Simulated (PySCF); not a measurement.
Species: C₂H₇BF₂Si.
SMILES with atom numbers: `[F:1][B:2]([F:3])[CH2:4][CH2:5][SiH3:6]` (hydrogens: H7, H8 on C4; H9, H10 on C5; H11, H12, H13 on Si6)

Method: PBE0-D3(BJ)/def2-SVP geometry optimisation, gas phase (PySCF).

Problem. Give the optimised bond lengths and angles.

Solution. 
```
                     bond  length (Å)   order
             F1–B2, B2–F3       1.322  single
                    B2–C4       1.562  single
                    C4–C5       1.531  single
                   C5–Si6       1.888  single
             C4–H7, C4–H8       1.106  single
            C5–H9, C5–H10       1.103  single
Si6–H11, Si6–H12, Si6–H13       1.496  single
```

Bonds in one row agree within 0.01 Å and their mean is given. Orders are formal, as drawn. A selection of angles:
```
      angle  degrees
   F1–B2–F3    116.3
   F1–B2–C4    121.9
   B2–C4–C5    115.5
   B2–C4–H7    109.1
   B2–C4–H8    104.5
   C5–C4–H7    112.1
   C5–C4–H8    110.5
   H7–C4–H8    104.4
  C4–C5–Si6    113.3
   C4–C5–H9    110.4
  C4–C5–H10    111.0
  Si6–C5–H9    107.8
  H9–C5–H10    106.1
 C5–Si6–H11    111.1
 C5–Si6–H12    110.1
H11–Si6–H12    108.9
H12–Si6–H13    107.9
```

Dihedral angles: F1–B2–C4–C5 25° (synperiplanar); B2–C4–C5–Si6 71° (synclinal). The mirror-image conformer, all signs reversed, is as good.

Si6 (SiH3 silicon) is tetrahedral (angles from 107.9° to 111.1°). B2 (three-coordinate boron) is planar (angles 121.9°, 121.8° and 116.3°, sum 359.9°, 0.02 Å off the plane of its three neighbours). Of the pairs four or more bonds apart, F1···H9 is among the closest relative to their van der Waals radii: 2.70 Å, 101 % of the sum of Bondi's values.

Point group: C1 (no symmetry element, even within 0.4 Å). Whether it is a minimum is left open (no frequencies). One conformer, not necessarily the lowest.

The run took 1.9 min wall on one thread of an Arm Neoverse V1, on a shared host, and the process peaked at 0.51 GiB of memory. These figures are those of the optimisation.
